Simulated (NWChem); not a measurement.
# Ionisation of N-methylmethanimine (C₂H₅N)

```
N
C 1 1.2642
H 2 1.1005 1 119.76
H 2 1.1112 3 116.64 1 180.00
C 1 1.4441 2 118.78 3 180.00
H 5 1.1032 1 109.26 2 122.08
H 5 1.1032 6 106.23 1 -117.75
H 5 1.1102 6 108.73 7 -116.87
```
Charge 0, spin multiplicity 1.

Everything below was run with NWChem. Structure: optimised with B3LYP/def2-SVP, a minimum by its harmonic frequencies.

Basis set: def2-SVPD. The species with one electron less has spin multiplicity 2 and keeps the geometry of the parent. Δ marks differences of total energies (open shells unrestricted). −ε marks an orbital energy of the parent. That orbital need not have the symmetry of the hole or added electron in the Δ rows.

The correlated methods keep 3 core orbitals frozen. B3LYP has NWChem's definition, with VWN1-RPA local correlation. No SCF solution was tested for a lower state.

Task: One of these methods gave a first vertical ionisation energy of 9.78 eV. Which?
(A) G0W0@PBE0
(B) ΔB2PLYP
(C) −ε(HOMO) of HF
(D) −ε(HOMO) of BP86

Result: B, ΔB2PLYP. The others give 5.95 (−ε(HOMO) of BP86), 11.10 (−ε(HOMO) of HF), 9.32 (G0W0@PBE0).
